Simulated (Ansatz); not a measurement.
A run of Ansatz (development build ahead of 0.2.0) on singlet SF₆ at this shape:

```yaml
atoms:
  - { symbol: S, position_ang: [0.0559, 0.0463, -0.0247] }
  - { symbol: F, position_ang: [1.5533, -0.0352, -0.0220] }
  - { symbol: F, position_ang: [-1.5467, -0.0365, 0.0405] }
  - { symbol: F, position_ang: [-0.0420, 1.5964, 0.0355] }
  - { symbol: F, position_ang: [-0.0464, -1.6149, 0.0045] }
  - { symbol: F, position_ang: [0.0243, 0.0330, 1.5588] }
  - { symbol: F, position_ang: [0.0477, 0.0092, -1.6494] }
```

Its results:

* Converged: yes
* Reference energy: -993.52482 hartree
* Correlation energy: -0.84321 hartree
* Total energy: -994.36803 hartree
* Spin squared of the determinant: 0.000

Problem. Which input gives this output? Name the method, the orbitals and the basis set, and write the input.

Solution. RHF-MP2 in 6-31G. An unrestricted run that stays on the closed shell gives the same numbers.

```yaml
crystal:
  periodic: [false, false, false]
  atoms:
    - { symbol: S, position_ang: [0.05592, 0.04634, -0.02471] }
    - { symbol: F, position_ang: [1.55333, -0.03519, -0.02197] }
    - { symbol: F, position_ang: [-1.5467, -0.03649, 0.04047] }
    - { symbol: F, position_ang: [-0.04204, 1.59637, 0.03546] }
    - { symbol: F, position_ang: [-0.04642, -1.61488, 0.00447] }
    - { symbol: F, position_ang: [0.02434, 0.03297, 1.55883] }
    - { symbol: F, position_ang: [0.04771, 0.00925, -1.64942] }
basis:
  gaussian: { orbitals: "6-31G" }
hamiltonian:
  xc: hf
correlation:
  method: mp2
  frozen_orbitals: { F: 1, S: 5 }
```
